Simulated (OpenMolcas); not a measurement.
# Mn6+, Tc6+, Re6+: d down the group

- Program: OpenMolcas
- Method: CASSCF
- Basis: ANO-RCC-VQZP
- Scalar Hamiltonian: DKH2, point nucleus
- Spin-orbit coupling: state interaction with AMFI integrals over the reference wave functions, term energies averaged over their components

Active space for each ion: 1 electron in 5 orbitals (d).

Computed levels in cm-1 above ²D_3/2:

| Level | Mn6+ | Tc6+ | Re6+ |
| --- | --- | --- | --- |
| ²D_5/2 | 1300 | 3144 | 10783 |
| weight of ²D in the lowest level (%) | 100 | 100 | 100 |

Measured, with the error of the calculation in %. Measured levels: Mn6+ from Corliss and Sugar, J. Phys. Chem. Ref. Data 6, 1253 (1977).

| Level | Mn6+ |
| --- | --- |
| ²D_5/2 | 1350 (-3.7) |

The fine-structure level ²D_5/2 changes by a factor of 8.29 from Mn6+ to Re6+.

With one active electron the reference holds no correlation, so core polarisation is missing. Measured partners are found by configuration, term and J. A level has none where our copy of the source lacks it or the pairing is in doubt (some pairs that miss far off the trend of their configuration count as doubtful), and it then counts in no deviation. Levels of configurations outside the active space are missing.
